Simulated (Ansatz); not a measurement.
Total energies of `[Au][S]CCCCc1ccc(-c2ccc(-c3cccs3)s2)s1` from Ansatz at PBE-D4/def2-TZVP, gas phase (1 Eh = 27.2114 eV = 2625.5 kJ/mol). The reference geometry is relaxed at r2SCAN-D4/def2-SVP.

```csv
state,geometry,energy (Eh)
charge 0 singlet,reference,-2346.14430
charge 1 doublet,reference,-2345.90961
charge -1 doublet,reference,-2346.21072
charge -1 doublet,relaxed at r2SCAN-D4/def2-SVP,-2346.21245
free Au atom (doublet),–,-135.74600
free S atom (triplet),–,-397.93833
free C atom (triplet),–,-37.79597
free H atom (doublet),–,-0.49962
```

In the def2 sets Au takes a core potential; there is no spin–orbit coupling. Single mean-field runs in def2-TZVP are fitted with def2-universal-jkfit.

Work out the vertical ionisation energy to the doublet.

E(charge 1 doublet) − E(charge 0 singlet) = -2345.90961 − (-2346.14430) = 0.23469 Eh = 6.39 eV. For comparison, −ε of the highest occupied level is 4.66 eV at this level, 1.73 eV less.

Work out the vertical electron affinity, to the doublet.

E(charge 0 singlet) − E(charge -1 doublet) = -2346.14430 − (-2346.21072) = 0.06642 Eh = 1.81 eV. The basis lacks diffuse functions, which makes affinities too small.

Give the fundamental gap IE − EA, the Mulliken electronegativity (IE + EA)/2 and the hardness (IE − EA)/2.

From the values in Eh: IE − EA = 0.23469 − 0.06642 = 0.16827 Eh = 4.58 eV; (IE + EA)/2 = 4.10 eV; (IE − EA)/2 = 2.29 eV. The HOMO–LUMO gap of the same run is 0.82 eV, 3.76 eV smaller than the fundamental gap.

How much does the charge -1 doublet relax, and what is the adiabatic electron affinity?

Relaxation: -2346.21072 − (-2346.21245) = 0.00173 Eh = 0.05 eV. Adiabatic electron affinity: 0.06815 Eh = 1.85 eV, without zero-point energy. 

What is the binding energy per atom against free atoms?

Atoms: 1 × (-135.74600) + 4 × (-397.93833) + 16 × (-37.79597) + 15 × (-0.49962) = -2339.72914 Eh. Binding: -2339.72914 − (-2346.14430) = 6.41516 Eh = 174.57 eV, or 4.85 eV for each of 36 atoms (no zero-point energy, no counterpoise term).

The restricted singlet is unstable towards broken spin symmetry in Hartree–Fock (as tested in another run); at PBE-D4/def2-TZVP this wasn't settled. At PBE-D4/def2-TZVP the gap within one spin of the charge 1 doublet nearly closes, so an electron or hole may be smeared out by delocalisation error. At PBE-D4/def2-TZVP the gap within one spin of the charge -1 doublet nearly closes, so an electron or hole may be smeared out by delocalisation error. At PBE-D4/def2-TZVP the gap within one spin of the relaxed charge -1 doublet nearly closes, so an electron or hole may be smeared out by delocalisation error.
